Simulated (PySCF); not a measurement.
## Radial density of As²⁺ (arsenic, charge +2)

UHF, [Ar] 3d10 4s2 4p1, 2P determinant. All numbers are calculated (PySCF 2.14, scalar relativity by spin-free X2C-1e, in jorge-DZP-DKH).

```csv
r (bohr),4πr²ρ (e/bohr),4πr²(ρα − ρβ)
0.000751,0.3037,0.0000
0.00126,0.7390,0.0000
0.00212,1.780,0.0000
0.00357,4.171,0.0000
0.00601,9.236,0.0000
0.0101,18.54,0.0001
0.0170,31.50,0.0007
0.0286,40.55,0.0037
0.0481,36.31,0.0146
0.0809,34.53,0.0356
0.136,47.51,0.0293
0.229,32.28,-0.0126
0.385,27.23,0.0695
0.648,25.57,0.0159
1.09,6.516,0.1797
1.83,2.112,0.5649
3.08,0.3995,0.1896
5.18,0.01317,0.0111
```

Densities and radii are taken from the X2C orbitals without a picture-change correction, which distorts them close to the nucleus.

Question: Where is the radial spin density 4πr²(ρα − ρβ) most negative, and why is it negative at all?

Answer: Around r = 0.229 bohr, down to -0.0126 e/bohr: exchange with the open shell polarises the paired shells in an unrestricted calculation.
